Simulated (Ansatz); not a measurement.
`Sc1ccc(-c2ccc(-c3ccc(-c4ccc(S)nc4)nc3)nc2)nc1`, relaxed as a singlet with RKS PBE-D4/def2-SVP in Ansatz, starting from the GFN2-xTB geometry. Force threshold 0.03 eV/Å.

Single mean-field runs in def2-SVP are fitted with def2-universal-jkfit.

Start:

```xyz
40

S     1.3517   -7.8000    4.9104
C     1.2409   -6.3203    3.9627
C     2.0401   -6.0789    2.8507
C     1.8619   -4.9055    2.1452
C     0.8861   -3.9985    2.5666
C     0.5998   -2.7611    1.8408
C     0.0114   -1.6761    2.4948
C    -0.2665   -0.5241    1.7893
C     0.0485   -0.4740    0.4279
C    -0.1986    0.7116   -0.3933
C    -0.4063    0.5909   -1.7691
C    -0.6450    1.7219   -2.5211
C    -0.6743    2.9666   -1.8843
C    -0.9349    4.2108   -2.6103
C    -1.6628    4.2622   -3.8031
C    -1.8515    5.4742   -4.4336
C    -1.2991    6.6087   -3.8435
S    -1.4837    8.1868   -4.5934
N    -0.6157    6.5818   -2.7092
C    -0.4445    5.4202   -2.1128
N    -0.4342    3.0852   -0.5778
C    -0.2042    2.0048    0.1338
N     0.5756   -1.5228   -0.2049
C     0.8397   -2.6175    0.4723
N     0.1553   -4.2233    3.6602
C     0.3212   -5.3377    4.3313
H     2.2982   -8.3738    4.1663
H     2.7861   -6.7985    2.5424
H     2.4818   -4.6909    1.2894
H    -0.2164   -1.7625    3.5462
H    -0.7361    0.3173    2.2746
H    -0.3783   -0.3898   -2.2194
H    -0.7886    1.6488   -3.5880
H    -2.0974    3.3677   -4.2246
H    -2.4105    5.5573   -5.3523
H    -0.8092    8.8219   -3.6402
H     0.1176    5.4378   -1.1904
H     0.0064    2.1818    1.1806
H     1.2420   -3.4325   -0.1164
H    -0.3067   -5.4704    5.2021
```

| step | energy (eV) | largest force component (eV/Å) | SCF passes |
| --- | --- | --- | --- |
| 1 | -48531.7702 | 1.075 | 23 |
| 2 | -48532.1074 | 0.382 | 22 |
| 3 | -48532.1463 | 0.075 | 21 |
| 4 | -48532.1509 | 0.062 | 19 |
| 5 | -48532.1580 | 0.093 | 19 |
| 6 | -48532.1632 | 0.230 | 20 |
| 7 | -48532.1711 | 0.133 | 21 |
| 8 | -48532.1770 | 0.024 | 21 |
| 9 | -48532.1825 | 0.056 | 20 |
| 10 (rejected) | -48532.1812 | 0.189 | 20 |
| 11 | -48532.1863 | 0.044 | 20 |
| 12 | -48532.1884 | 0.075 | 20 |
| 13 | -48532.1899 | 0.081 | 20 |
| 14 | -48532.1910 | 0.104 | 19 |
| 15 | -48532.1924 | 0.091 | 21 |
| 16 | -48532.1939 | 0.053 | 21 |
| 17 | -48532.1950 | 0.033 | 19 |
| 18 | -48532.1954 | 0.084 | 20 |
| 19 | -48532.1962 | 0.040 | 22 |
| 20 | -48532.1965 | 0.030 | 20 |
| 21 (rejected) | -48532.1965 | 0.066 | 20 |
| 22 | -48532.1969 | 0.024 | 20 |
| 23 (rejected) | -48532.1967 | 0.059 | 20 |
| 24 | -48532.1972 | 0.024 | 20 |

Force components are those of the run's own axes.

End:

```xyz
40

S     1.661   -7.714    5.197
C     1.383   -6.355    4.101
C     1.532   -6.412    2.701
C     1.282   -5.268    1.941
C     0.882   -4.073    2.583
C     0.597   -2.821    1.845
C     0.271   -1.639    2.546
C     0.010   -0.465    1.843
C     0.077   -0.470    0.429
C    -0.176    0.736   -0.390
C    -0.180    0.653   -1.800
C    -0.422    1.793   -2.563
C    -0.662    3.028   -1.914
C    -0.932    4.281   -2.654
C    -1.038    4.352   -4.062
C    -1.293    5.574   -4.683
C    -1.439    6.719   -3.866
S    -1.764    8.286   -4.629
N    -1.344    6.677   -2.527
C    -1.100    5.496   -1.949
N    -0.649    3.114   -0.563
C    -0.416    2.019    0.159
N     0.378   -1.603   -0.246
C     0.625   -2.722    0.434
N     0.745   -4.026    3.928
C     0.983   -5.114    4.655
H     2.008   -8.613    4.234
H     1.845   -7.345    2.206
H     1.404   -5.312    0.849
H     0.228   -1.680    3.644
H    -0.250    0.451    2.393
H     0.014   -0.327   -2.261
H    -0.420    1.721   -3.659
H    -0.927    3.452   -4.684
H    -1.381    5.645   -5.777
H    -1.800    8.941   -3.433
H    -1.025    5.477   -0.849
H    -0.414    2.167    1.253
H     0.857   -3.607   -0.184
H     0.855   -5.017    5.750
```

By distances, no bond broke or formed. The bond that changes most is S18–H36, from 1.33 to 1.36 Å (atoms count from 1).

The force fell under the threshold at step 8, but the optimiser went on and released 0.020 eV more. No frequencies were taken in this run, so the end may be a saddle point.

Hardware: 2 threads of AMD EPYC 7R13 on a shared host and a share (18 GiB) of an NVIDIA H100 80GB HBM3. Wall time 71 s.
